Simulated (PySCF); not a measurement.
# Working out the excitation energy of Cd

Cd [Kr] 4d10 5s2 (1S) → Cd [Kr] 4d9 5s2 6s1 (3D). Computed with PySCF 2.14 in aug-cc-pVDZ-PP with ECP28MDF (5s5p4d2f, 54 functions), with scalar relativity through the core potential. Frozen: 4s2 4p6. Energies in hartree (1 hartree = 27.21139 eV):

```csv
part,Cd (lower),Cd (upper)
UHF,-166.837873,-166.321749
CCSD correlation,-0.362287,-0.313969
(T),-0.009323,-0.007266
```

Problem. What does Hartree-Fock give?

Solution. (-166.321749) − (-166.837873) = 0.516124 hartree = 14.044 eV.

Problem. What do CCSD and CCSD(T) give?

Solution. The CCSD correlation energies differ by 0.048318 hartree = 1.315 eV and the triples by 0.002057 hartree = 0.056 eV, so CCSD gives 15.359 eV and CCSD(T) 15.415 eV.

The upper state lies above the first ionisation limit, where it may autoionise and the basis confines it. A Rydberg-like electron needs more diffuse functions than a valence basis has.

A double-zeta basis recovers only part of the correlation energy.
